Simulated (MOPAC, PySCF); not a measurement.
H3InS, SMILES `[SH][InH2]`, neutral singlet in the gas phase. 

Cartesian coordinates (Å):
```xyz
5

S      1.5545    -0.7134     0.1873
In    -0.7204    -0.0648    -0.1386
H      2.0064     0.5267     0.4156
H     -1.7742    -1.3619    -0.4782
H     -1.0629     1.6017    -0.0024
```
Charge 0, spin multiplicity 1.

All levels are single points at this geometry (CAM-B3LYP-D3(BJ)/def2-TZVP); Pople sets use spherical d functions. Orbital energies aren't observables, and empty levels follow the basis.

AM1 in MOPAC gives HOMO (eV) = -10.13.

Question: Estimate the HOMO (eV) from each of these levels: CAM-B3LYP-D3(BJ)/def2-TZVP in PySCF; PBE-D3(BJ)/def2-TZVP in PySCF; TPSSh-D3(BJ)/def2-TZVP in PySCF; B3LYP/6-31G* (LANL2DZ on In) in PySCF; PBE/6-31G* (LANL2DZ on In) in PySCF; SVWN5/6-31G* (LANL2DZ on In) in PySCF; HF/6-31G* (LANL2DZ on In) in PySCF; PM7 in MOPAC.

Answer: 
| level | HOMO (eV) |
|---|---|
| CAM-B3LYP-D3(BJ)/def2-TZVP in PySCF | -8.71 |
| PBE-D3(BJ)/def2-TZVP in PySCF | -6.28 |
| TPSSh-D3(BJ)/def2-TZVP in PySCF | -6.80 |
| B3LYP/6-31G* (LANL2DZ on In) in PySCF | -7.14 |
| PBE/6-31G* (LANL2DZ on In) in PySCF | -6.28 |
| SVWN5/6-31G* (LANL2DZ on In) in PySCF | -6.36 |
| HF/6-31G* (LANL2DZ on In) in PySCF | -10.09 |
| PM7 in MOPAC | -9.12 |
